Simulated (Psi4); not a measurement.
CH6FNOSi2, singlet, geometry from GFN2-xTB; CAM-B3LYP/6-311++G** (Psi4).

Here is a job for Psi4.
```
memory 2 GB

molecule {
0 1
  C     2.09366492    0.63765635   -0.74501787
  N     0.80812846    0.35941431   -0.15905604
  Si   -0.00248077    0.86473669    1.30850757
  O    -1.32565918    0.04485397    0.70879612
  Si   -0.64460491   -0.40093479   -0.72263438
  F    -0.52320214   -1.99095079   -0.84463593
  H     2.07223968    1.54471521   -1.35822020
  H     2.40383403   -0.19571676   -1.37607881
  H     2.83259453    0.77543640    0.04432390
  H    -0.31682906    2.28128338    1.37297970
  H     0.50608952    0.23087908    2.51058442
  H    -1.34352528    0.08806308   -1.88095955
}

set basis 6-311++g**
set s_tolerance 1e-2
set s_orthogonalization canonical

energy('cam-b3lyp')
print_variables()
```

It wrote (shortened):

```
   => Loading Basis Set <=

    Name: 6-311++G**
    Role: ORBITAL
    Keyword: BASIS

         ---------------------------------------------------------
                                   SCF
               by Justin Turney, Rob Parrish, Andy Simmonett
                          and Daniel G. A. Smith
                              RKS Reference
         ---------------------------------------------------------

  ==> Geometry <==

    Molecular point group: c1
    Full point group: C1

    Geometry (in Angstrom), charge = 0, multiplicity = 1:

       Center              X                  Y                   Z               Mass
    ------------   -----------------  -----------------  -----------------  -----------------
         C            2.147360905692     0.692009510562    -0.743563312585    12.000000000000
         N            0.861824445692     0.413767470562    -0.157601482585    14.003074004430
         SI           0.051215215692     0.919089850562     1.309962127415    27.976926534650
         O           -1.271963194308     0.099207130562     0.710250677415    15.994914619570
         SI          -0.590908924308    -0.346581629438    -0.721179822585    27.976926534650
         F           -0.469506154308    -1.936597629438    -0.843181372585    18.998403162730
         H            2.125935665692     1.599068370562    -1.356765642585     1.007825032230
         H            2.457530015692    -0.141363599438    -1.374624252585     1.007825032230
         H            2.886290515692     0.829789560562     0.045778457415     1.007825032230
         H           -0.263133074308     2.335636540562     1.374434257415     1.007825032230
         H            0.559785505692     0.285232240562     2.512038977415     1.007825032230
         H           -1.289829294308     0.142416240562    -1.879504992585     1.007825032230

  Running in c1 symmetry.

  Rotational constants: A =      0.10688  B =      0.07908  C =      0.05157 [cm^-1]
  Rotational constants: A =   3204.18769  B =   2370.79599  C =   1546.09883 [MHz]
  Nuclear repulsion =  405.686728912784986

  Charge       = 0
  Multiplicity = 1
  Electrons    = 64
  Nalpha       = 32
  Nbeta        = 32

  ==> Algorithm <==

  SCF Algorithm Type is DF.
  DIIS enabled.
  MOM disabled.
  Fractional occupation disabled.
  Guess Type is SAD.
  Energy threshold   = 1.00e-06
  Density threshold  = 1.00e-06
  Integral threshold = 1.00e-12

  ==> Primary Basis <==

  Basis Set: 6-311++G**
    Blend: 6-311++G**
    Number of shells: 98
    Number of basis functions: 190
    Number of Cartesian functions: 196
    Spherical Harmonics?: true
    Max angular momentum: 2

  ==> DFT Potential <==

   => LibXC <=

    Version 7.1.2
    S. Lehtola, C. Steigemann, M. J. T. Oliveira, and M. A. L. Marques,  SoftwareX 7, 1–5 (2018) (10.1016/j.softx.2017.11.002)

   => Composite Functional: CAM-B3LYP <=

    CAM-B3LYP Hyb-GGA Exchange-Correlation Functional

    T. Yanai, D. P. Tew, and N. C. Handy,  Chem. Phys. Lett. 393, 51 (2004) (10.1016/j.cplett.2004.06.011)

    Deriv               =              1
    GGA                 =           TRUE
    Meta                =          FALSE

    Exchange Hybrid     =           TRUE
    MP2 Hybrid          =          FALSE

   => Exchange Functionals <=

    0.3500         Becke 88 [omega = 0.3300]
    0.4600   Short-range recipe for B88 functional - erf [omega = 0.3300]

   => Exact (HF) Exchange <=

    0.4600            HF,LR [omega = 0.3300]
    0.1900               HF

   => Correlation Functionals <=

    0.1900   Vosko, Wilk & Nusair (VWN5)
    0.8100   Lee, Yang & Parr

   => LibXC Density Thresholds  <==

    XC_HYB_GGA_XC_CAM_B3LYP:  1.00E-14

   => Molecular Quadrature <=

    Radial Scheme          =       TREUTLER
    Pruning Scheme         =           NONE
    Nuclear Scheme         =       TREUTLER

    Blocking Scheme        =         OCTREE
    BS radius alpha        =              1
    Pruning alpha          =              1
[...]

    J tasked:                   Yes
    K tasked:                   Yes
    wK tasked:                  Yes
    Omega:                3.300E-01
    Algorithm:                 Core
    Schwarz Cutoff:           1E-12
    Mask sparsity (%):       5.3463
    Fitting Condition:        1E-10

   => Auxiliary Basis Set <=

  Basis Set: (6-311++G** AUX)
    Blend: AUG-CC-PVTZ-JKFIT
    Number of shells: 288
    Number of basis functions: 984
    Number of Cartesian functions: 1214
    Spherical Harmonics?: true
    Max angular momentum: 4

    Using canonical orthogonalization.
  Minimum eigenvalue in the overlap matrix is 2.1559361910E-04.
  Reciprocal condition number of the overlap matrix is 1.7118929749E-05.
  Overall, 18 of 190 possible MOs eliminated.

  ==> Pre-Iterations <==

  SCF Guess: Superposition of Atomic Densities via on-the-fly atomic UHF (no occupation information).

   -------------------------
    Irrep   Nso     Nmo
   -------------------------
     A        190     172
   -------------------------
    Total     190     172
   -------------------------

  ==> Iterations <==

                           Total Energy        Delta E     RMS |[F,P]|

   @DF-RKS iter SAD:  -850.22851185492800   -8.50229e+02   0.00000e+00
   @DF-RKS iter   1:  -850.22621501334436    2.29684e-03   6.51493e-03 ADIIS/DIIS
   @DF-RKS iter   2:  -849.95723235893547    2.68983e-01   7.87945e-03 ADIIS/DIIS
   @DF-RKS iter   3:  -850.69122943177297   -7.33997e-01   7.75478e-04 ADIIS/DIIS
   @DF-RKS iter   4:  -850.69603031066833   -4.80088e-03   2.79319e-04 ADIIS/DIIS
   @DF-RKS iter   5:  -850.69679405515092   -7.63744e-04   1.08484e-04 ADIIS/DIIS
   @DF-RKS iter   6:  -850.69688957202277   -9.55169e-05   2.71467e-05 DIIS
   @DF-RKS iter   7:  -850.69689711260310   -7.54058e-06   5.97643e-06 DIIS
   @DF-RKS iter   8:  -850.69689760291067   -4.90308e-07   1.85545e-06 DIIS
   @DF-RKS iter   9:  -850.69689764385782   -4.09472e-08   8.89181e-07 DIIS
  Energy and wave function converged.

  ==> Post-Iterations <==

   Electrons on quadrature grid:
      Ntotal   =   63.9999555086 ; deviation = -4.449e-05

    Orbital Energies [Eh]
    ---------------------

    Doubly Occupied:

[...]
    Virtual:

[...]
    Final Occupation by Irrep:
              A
    DOCC [    32 ]
    NA   [    32 ]
    NB   [    32 ]

  @DF-RKS Final Energy:  -850.69689764385782

   => Energetics <=

    Nuclear Repulsion Energy =            405.6867289127849858
    One-Electron Energy =               -1983.1476345870523801
    Two-Electron Energy =                 783.4792422399989391
    DFT Exchange-Correlation Energy =     -56.7152342095893118
    Empirical Dispersion Energy =           0.0000000000000000
    VV10 Nonlocal Energy =                  0.0000000000000000
    Total Energy =                       -850.6968976438578238

Computation Completed

Properties will be evaluated at   0.000000,   0.000000,   0.000000 [a0]

Properties computed using the SCF density matrix

 Multipole Moments:

 ------------------------------------------------------------------------------------
     Multipole            Electronic (a.u.)      Nuclear  (a.u.)        Total (a.u.)
 ------------------------------------------------------------------------------------

 L = 1.  Multiply by 2.5417464519 to convert [e a0] to [Debye]
 Dipole X            :         -5.6942577            6.4941251            0.7998674
 Dipole Y            :         -5.6479514            6.5736054            0.9256541
 Dipole Z            :         -0.3295422            0.1759182           -0.1536240
 Magnitude           :                                                    1.2329735

 ------------------------------------------------------------------------------------

  Variable Map:
  ----------------------------------------------------------------------------
[...]
  Array Variable Map:
  ----------------------------------------------------------------------------
[...]
[...]
```
